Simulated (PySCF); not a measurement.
scandium atom (Sc), doublet; B3LYP/3-21G (PySCF).

The PySCF input:
```python
from pyscf import gto, scf, dft

mol = gto.M(
    atom='''
Sc    0.00000000    0.00000000    0.00000000
''',
    basis='3-21g',
    spin=1,
    verbose=4,
)

mf = dft.UKS(mol)
mf.xc = 'b3lyp'
mf.kernel()
```

**Question.** Predict the main parts of the log of this PySCF run.

**Answer.** 
```
PySCF version 2.14.0

[INPUT] verbose = 4
[INPUT] num. atoms = 1
[INPUT] num. electrons = 21
[INPUT] charge = 0
[INPUT] spin (= nelec alpha-beta = 2S) = 1
[INPUT] symmetry False subgroup None
[INPUT] Mole.unit = angstrom
[INPUT] Symbol           X                Y                Z      unit          X                Y                Z       unit  Magmom
[INPUT]  1 Sc     0.000000000000   0.000000000000   0.000000000000 AA    0.000000000000   0.000000000000   0.000000000000 Bohr   0.0

nuclear repulsion = 0
number of shells = 11
number of NR pGTOs = 54
number of NR cGTOs = 27
basis = 3-21g
ecp = {}

******** <class 'pyscf.dft.uks.UKS'> ********
method = UKS
initial guess = minao
damping factor = 0
level_shift factor = 0
DIIS = <class 'pyscf.scf.diis.CDIIS'>
diis_start_cycle = 1
diis_space = 8
diis_damp = 0
SCF conv_tol = 1e-09
SCF conv_tol_grad = None
SCF max_cycles = 50
direct_scf = True
direct_scf_tol = 1e-13
number electrons alpha = 11  beta = 10
XC library pyscf.dft.libxc version 7.1.2
    S. Lehtola, C. Steigemann, M. J. T. Oliveira, and M. A. L. Marques,  SoftwareX 7, 1–5 (2018)
XC functionals = b3lyp
    P. J. Stephens, F. J. Devlin, C. F. Chabalowski, and M. J. Frisch,  J. Phys. Chem. 98, 11623 (1994)
radial grids:
    Treutler-Ahlrichs [JCP 102, 346 (1995); DOI:10.1063/1.469408] (M4) radial grids

becke partition: Becke, JCP 88, 2547 (1988); DOI:10.1063/1.454033
pruning grids: <function nwchem_prune>
grids dens level: 3
symmetrized grids: False
atomic radii adjust function: <function treutler_atomic_radii_adjust>
small_rho_cutoff = 0
Set gradient conv threshold to 3.16228e-05
tot grids = 20640
init E= -756.170773501427

cycle= 1 E= -756.137524770302  delta_E= 0.0332  |g|= 0.773  |ddm|= 1.71
cycle= 2 E= -755.967787736551  delta_E= 0.17  |g|= 0.993  |ddm|=  3.5
cycle= 3 E= -756.667467806983  delta_E= -0.7  |g|= 0.249  |ddm|= 3.18

cycle= 4 E= -756.130821524135  delta_E= 0.537  |g|= 0.743  |ddm|= 1.75

cycle= 5 E= -756.133902843047  delta_E= -0.00308  |g|= 0.74  |ddm|= 0.0313

cycle= 6 E= -756.134596423225  delta_E= -0.000694  |g|= 0.739  |ddm|= 0.0453
cycle= 7 E= -756.139462386124  delta_E= -0.00487  |g|= 0.735  |ddm|= 0.19
cycle= 8 E= -756.141563436413  delta_E= -0.0021  |g|= 0.732  |ddm|= 0.405
cycle= 9 E= -756.142586304008  delta_E= -0.00102  |g|= 0.73  |ddm|= 0.276
cycle= 10 E= -756.145066863183  delta_E= -0.00248  |g|= 0.729  |ddm|= 0.206
cycle= 11 E= -756.6792788983  delta_E= -0.534  |g|= 0.301  |ddm|= 1.27
cycle= 12 E= -756.624004746556  delta_E= 0.0553  |g|= 0.295  |ddm|= 1.59
cycle= 13 E= -756.870393481316  delta_E= -0.246  |g|= 0.0466  |ddm|= 1.35
cycle= 14 E= -756.877238508043  delta_E= -0.00685  |g|= 0.0146  |ddm|= 0.22
cycle= 15 E= -756.878390011835  delta_E= -0.00115  |g|= 0.00454  |ddm|= 0.0979
cycle= 16 E= -756.878518738348  delta_E= -0.000129  |g|= 0.00174  |ddm|= 0.0356
cycle= 17 E= -756.878545912547  delta_E= -2.72e-05  |g|= 0.00116  |ddm|= 0.0151
cycle= 18 E= -756.87857081891  delta_E= -2.49e-05  |g|= 0.00107  |ddm|= 0.015
cycle= 19 E= -756.878605846633  delta_E= -3.5e-05  |g|= 0.00102  |ddm|= 0.0218
cycle= 20 E= -756.878735562664  delta_E= -0.00013  |g|= 0.000973  |ddm|= 0.101
cycle= 21 E= -756.87872815871  delta_E= 7.4e-06  |g|= 0.000679  |ddm|= 0.00823
cycle= 22 E= -756.878773846566  delta_E= -4.57e-05  |g|= 0.00255  |ddm|= 0.14
cycle= 23 E= -756.878779480691  delta_E= -5.63e-06  |g|= 0.00186  |ddm|= 0.0144
cycle= 24 E= -756.878783339849  delta_E= -3.86e-06  |g|= 0.000368  |ddm|= 0.0144
cycle= 25 E= -756.878783477234  delta_E= -1.37e-07  |g|= 0.000254  |ddm|= 0.0083
cycle= 26 E= -756.878783595889  delta_E= -1.19e-07  |g|= 4.17e-05  |ddm|= 0.00269
cycle= 27 E= -756.87878361261  delta_E= -1.67e-08  |g|= 3.68e-05  |ddm|= 0.000459
cycle= 28 E= -756.878783614286  delta_E= -1.68e-09  |g|= 3.45e-05  |ddm|= 0.000416
cycle= 29 E= -756.878783609126  delta_E= 5.16e-09  |g|= 3.32e-05  |ddm|= 8.56e-05
cycle= 30 E= -756.8787835894  delta_E= 1.97e-08  |g|= 3.29e-05  |ddm|= 0.000316
cycle= 31 E= -756.878783498088  delta_E= 9.13e-08  |g|= 3.26e-05  |ddm|= 0.00146
cycle= 32 E= -756.878782736483  delta_E= 7.62e-07  |g|= 2.94e-05  |ddm|= 0.0131
cycle= 33 E= -756.878781492844  delta_E= 1.24e-06  |g|= 4.56e-05  |ddm|= 0.0272
cycle= 34 E= -756.878781150639  delta_E= 3.42e-07  |g|= 9.35e-05  |ddm|= 0.0104
cycle= 35 E= -756.878780614042  delta_E= 5.37e-07  |g|= 0.000159  |ddm|= 0.0365
cycle= 36 E= -756.878780623521  delta_E= -9.48e-09  |g|= 0.000106  |ddm|= 0.00225
cycle= 37 E= -756.878780630771  delta_E= -7.25e-09  |g|= 6.58e-05  |ddm|= 0.00103
cycle= 38 E= -756.878780648846  delta_E= -1.81e-08  |g|= 3.91e-05  |ddm|= 0.00324
cycle= 39 E= -756.878780649264  delta_E= -4.18e-10  |g|= 3.89e-05  |ddm|= 0.000526
cycle= 40 E= -756.878780641406  delta_E= 7.86e-09  |g|= 1.21e-05  |ddm|= 0.00268
cycle= 41 E= -756.878780640222  delta_E= 1.18e-09  |g|= 5.87e-06  |ddm|= 0.00128
cycle= 42 E= -756.87878064169  delta_E= -1.47e-09  |g|= 6.52e-06  |ddm|= 0.000184
cycle= 43 E= -756.878780640054  delta_E= 1.64e-09  |g|= 5.72e-06  |ddm|= 0.00147
cycle= 44 E= -756.878780641296  delta_E= -1.24e-09  |g|= 5.74e-06  |ddm|= 0.000134
cycle= 45 E= -756.878780642955  delta_E= -1.66e-09  |g|= 5.78e-06  |ddm|= 0.000894
cycle= 46 E= -756.878780644666  delta_E= -1.71e-09  |g|= 5.74e-06  |ddm|= 0.000377
cycle= 47 E= -756.878780646494  delta_E= -1.83e-09  |g|= 5.75e-06  |ddm|= 0.000288
cycle= 48 E= -756.878780632264  delta_E= 1.42e-08  |g|= 5.69e-06  |ddm|= 0.00157
cycle= 49 E= -756.878780581887  delta_E= 5.04e-08  |g|= 6.33e-06  |ddm|= 0.00557
cycle= 50 E= -756.8787805835  delta_E= -1.61e-09  |g|= 6.6e-06  |ddm|= 0.000308
SCF not converged.
SCF energy = -756.8787805835 after 50 cycles  <S^2> = 0.75267855  2S+1 = 2.0026768
```

The run did not converge; its last values are not results.
